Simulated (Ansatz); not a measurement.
Reaction (redistribution): `C#CC[SiH2]F` + `B[N](C)[GeH3]` → `C[N]([GeH3])[SiH2]F` + `BCC#C`

Calculated with Ansatz (gas phase, PBE0-D4/def2-TZVP geometries, no zero-point term in ΔE). CCSD(T)/CBS adds triple-zeta CCSD(T) − MP2 to the extrapolated MP2 energy (def2 sets, frozen cores). Functionals use def2-TZVPP. B3LYP here is the variant with VWN-RPA as its local correlation; programs differ in this. HSE06 is defined as in plane-wave codes. For Ge outer-core shells are correlated without core-valence functions, which leaves a few kJ/mol of doubt a bond. Scalar relativity is left out up to krypton. One conformer a species, not always the lowest.

Q: Is it downhill or uphill in electronic energy at CCSD(T)/CBS, and by how much? (Estimate.)

A: The calculation gave: Uphill: ΔE = +75.7 kJ/mol.

Q: What do these levels give: B97M-V, PBE0-D4, PBE, revPBE, r2SCAN, PBE0, B3LYP, r2SCANh, HSE06, HF/def2-TZVPP, SCS-MP2/def2-TZVPP, CCSD/def2-TZVPP? (An estimate is asked.)

A: The calculation gave: B97M-V 75.8, PBE0-D4 79.7, PBE 86.1, revPBE 84.0, r2SCAN 80.3, PBE0 80.7, B3LYP 79.6, r2SCANh 79.1, HSE06 80.9, HF/def2-TZVPP 62.5, SCS-MP2/def2-TZVPP 76.2, CCSD/def2-TZVPP 75.3 kJ/mol.

Largest T1 diagnostic among the species: 0.013.

At CCSD(T), def2-SVP lies +12.8 kJ/mol from the extrapolated value and def2-TZVPP +2.7 kJ/mol. In def2-TZVPP, CCSD(T) changes the Hartree–Fock value by +15.8 kJ/mol (the triples alone add +3.0 kJ/mol) and MP2 by +16.2 kJ/mol.
